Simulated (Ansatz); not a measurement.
Species: C$_{3}$H$_{4}$O (charge 0, singlet). SMILES: C1C(=O)C1
Geometry: optimised at B3LYP-D3(BJ)/def2-TZVP (Ansatz, an electronic-structure program).

Wanted: atomisation energy (electronic, to ground-state atoms); the coupled-cluster value holds the core correlation from cc-pwCVTZ, in kcal/mol. Valence correlation only, unless marked. Open shells are spin-unrestricted. Spin-orbit coupling is left out. Non-relativistic. CBS marks a two-point X^-3 extrapolation of the correlation energy; Hartree-Fock from the larger set.

Level to compare with: CCSD(T)/CBS(cc-pVTZ,cc-pVQZ) plus the core term (Ansatz), 807.3 kcal/mol. It is a level with limits of its own, and the differences hold the functionals' basis error too.

Task: Rank these functionals by how close they come to CCSD(T)/CBS(cc-pVTZ,cc-pVQZ), closest first: SVWN5/def2-TZVPD (Ansatz); revPBE/def2-TZVPD (Ansatz); r2SCAN/def2-TZVPD (Ansatz).

Result: revPBE/def2-TZVPD (GGA, 805.6 kcal/mol, difference -1.7), r2SCAN/def2-TZVPD (meta-GGA, 811.2 kcal/mol, difference 3.9), SVWN5/def2-TZVPD (LDA, 943.1 kcal/mol, difference 135.8)
